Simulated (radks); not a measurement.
Question: All-electron atom: the tungsten ion W27+ in [Kr] 4d10 4f1. Calculated with a radial shooting solver on a logarithmic mesh with Libxc functionals: scalar-relativistic Kohn-Sham, r2SCAN, spin-polarised, spherical densities, finite nucleus; open shells are filled with parallel spins first (spin-orbit coupling, left out, can overturn this in heavy ions); meta-GGA in the generalised Kohn-Sham scheme; Fermi nuclear charge, rms radius 5.3658 fm. Some entries of the table are withheld. Estimate them.

| orbital | occ. | eigenvalue (hartree) | r(max) (bohr) |
|---|---|---|---|
| 1s down | 1 | -2589.646 | 0.01146 |
| 1s up | 1 | -2589.646 | 0.01146 |
| 2s up | 1 | -475.7119 | 0.06566 |
| 2s down | 1 | -475.7113 | 0.06566 |
| 2p up | 3 | -420.1183 | 0.05390 |
| 2p down | 3 | -420.1177 | 0.05390 |
| 3s up | 1 | -135.9189 | 0.1850 |
| 3s down | 1 | -135.8635 | 0.1850 |
| 3p up | 3 | -119.3695 | 0.1831 |
| 3p down | 3 | -119.3137 | 0.1831 |
| 3d up | 5 | -100.3707 | 0.1495 |
| 3d down | 5 | -100.3279 | 0.1494 |
| 4s up | 1 | -52.26292 | 0.4095 |
| 4s down | 1 | -52.17871 | 0.4096 |
| 4p up | 3 | -46.43151 | 0.4250 |
| 4p down | 3 | -46.35063 | 0.4251 |
| 4d up | 5 | -39.15296 | 0.4259 |
| 4d down | 5 | -39.07050 | 0.4261 |
| 4f up | 1 | -31.37895 | (1) |
| 4f down | 0 | -31.28340 | (2) |

Answer: 
(1) 4f up r(max) (bohr): 0.3707
(2) 4f down r(max) (bohr): 0.3710
